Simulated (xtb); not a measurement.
H₂Si, charge +1, doublet, at a GFN2-xTB geometry (a state made from the parent by changing its charge; the spin is typed, not shown lowest); GFN2-xTB (xtb).

Here is a job for xtb.
```
$ xtb mol.xyz --gfn 2 --chrg 1 --uhf 1 --etemp 3000 --json

# file mol.xyz
3

Si    -0.00145387     0.07386784     0.00432301
H     -1.33576333    -0.54636664     0.01759822
H      1.35611754    -0.48778307    -0.07812031
```

Q: What does xtb print? Leave out banner, timings and long lists.

A: 
```
   ID    Z sym.   atoms
    1   14 Si     1
    2    1 H      2, 3

           -------------------------------------------------
          |                Calculation Setup                |
           -------------------------------------------------

           -------------------------------------------------
          |                 G F N 2 - x T B                 |
           -------------------------------------------------

          ...................................................
          :                      SETUP                      :
          :.................................................:
          :  # basis functions                  12          :
          :  # atomic orbitals                  11          :
          :  # shells                            5          :
          :  # electrons                         5          :
          :  max. iterations                   250          :
          :  Hamiltonian                  GFN2-xTB          :
          :  restarted?                      false          :
          :  GBSA solvation                  false          :
          :  PC potential                    false          :
          :  electronic temp.         3000.0000000     K    :
          :  accuracy                    1.0000000          :
          :  -> integral cutoff          0.2500000E+02      :
          :  -> integral neglect         0.1000000E-07      :
          :  -> SCF convergence          0.1000000E-05 Eh   :
          :  -> wf. convergence          0.1000000E-03 e    :
          :  Broyden damping             0.4000000          :
          :  net charge                          1          :
          :  unpaired electrons                  1          :
          ...................................................

 iter      E             dE          RMSdq      gap      omega  full diag
   1     -2.2221821 -0.222218E+01  0.159E+01    0.99       0.0  T
   2     -2.2308304 -0.864836E-02  0.103E+01    0.93       1.0  T
   3     -2.2305219  0.308496E-03  0.211E+00    0.88       1.0  T
   4     -2.2311388 -0.616837E-03  0.146E+00    1.10       1.0  T
   5     -2.2328113 -0.167253E-02  0.772E-01    1.06       1.0  T
   6     -2.2331822 -0.370876E-03  0.385E-01    1.05       1.0  T
   7     -2.2332849 -0.102671E-03  0.663E-02    1.03       1.0  T
   8     -2.2332858 -0.895021E-06  0.206E-02    1.03       2.8  T
   9     -2.2332859 -0.110942E-06  0.583E-03    1.03       9.9  T
  10     -2.2332859 -0.600560E-08  0.191E-03    1.03      30.3  T
  11     -2.2332859 -0.249940E-08  0.155E-04    1.03     372.4  T
  12     -2.2332859 -0.186215E-10  0.932E-06    1.03    6197.3  T

   *** convergence criteria satisfied after 12 iterations ***

         :::::::::::::::::::::::::::::::::::::::::::::::::::::
         ::                     SUMMARY                     ::
         :::::::::::::::::::::::::::::::::::::::::::::::::::::
         :: total energy              -2.215998736548 Eh    ::
         :: gradient norm              0.004309655122 Eh/a0 ::
         :: HOMO-LUMO gap              1.030171208987 eV    ::
         ::.................................................::
         :: SCC energy                -2.233285871086 Eh    ::
         :: -> isotropic ES            0.137384421157 Eh    ::
         :: -> anisotropic ES         -0.012137191939 Eh    ::
         :: -> anisotropic XC         -0.003750214062 Eh    ::
         :: -> dispersion             -0.000298123415 Eh    ::
         :: repulsion energy           0.017287134538 Eh    ::
         :: add. restraining           0.000000000000 Eh    ::
         :: total charge               0.999999999994 e     ::
         :::::::::::::::::::::::::::::::::::::::::::::::::::::

           -------------------------------------------------
          |                Property Printout                |
           -------------------------------------------------

    * Orbital Energies and Occupations

         #    Occupation            Energy/Eh            Energy/eV
      -------------------------------------------------------------
         1        2.0000           -0.9826655             -26.7397
         2        1.9981           -0.7114753             -19.3602
         3        0.8819           -0.5925298             -16.1236 (HOMO)
         4        0.1200           -0.5546717             -15.0934 (LUMO)
         5        0.0001           -0.4827253             -13.1356
         6        0.0000           -0.4608448             -12.5402
         7                         -0.3957832             -10.7698
         8                         -0.3784446             -10.2980
         9                         -0.3755364             -10.2189
        10                          0.2337732               6.3613
        11                          0.4474058              12.1745
      -------------------------------------------------------------
                  HL-Gap            0.0378581 Eh            1.0302 eV
             Fermi-level           -0.6128473 Eh          -16.6764 eV

     #   Z          covCN         q      C6AA      α(0)
     1  14 Si       1.832     0.644   173.258    27.972
     2   1 H        0.916     0.178     1.217     1.725
     3   1 H        0.916     0.178     1.217     1.725

 Mol. C6AA /au·bohr⁶  :        233.867955
 Mol. C8AA /au·bohr⁸  :      14090.468844
 Mol. α(0) /au        :         31.423387

Wiberg/Mayer (AO) data.
largest (>0.10) Wiberg bond orders for each atom

 ---------------------------------------------------------------------------
     #   Z sym  total        # sym  WBO       # sym  WBO       # sym  WBO
 ---------------------------------------------------------------------------
     1  14 Si   1.720 --     2 H    0.860     3 H    0.860
     2   1 H    0.950 --     1 Si   0.860
     3   1 H    0.950 --     1 Si   0.860
 ---------------------------------------------------------------------------

Topologies differ in total number of bonds
Writing topology from bond orders to xtbtopo.mol

molecular dipole:
                 x           y           z       tot (Debye)
 q only:        0.005      -0.258      -0.015
   full:        0.007      -0.354      -0.021       0.901
molecular quadrupole (traceless):
                xx          xy          yy          xz          yz          zz
 q only:        2.127       0.065      -0.801      -0.124       0.028      -1.326
  q+dip:        3.727       0.113      -1.349      -0.219       0.056      -2.377
   full:        1.575       0.063      -1.426      -0.060      -0.076      -0.148

           -------------------------------------------------
          | TOTAL ENERGY               -2.215998736548 Eh   |
          | GRADIENT NORM               0.004309655122 Eh/α |
          | HOMO-LUMO GAP               1.030171208987 eV   |
           -------------------------------------------------

normal termination of xtb
```
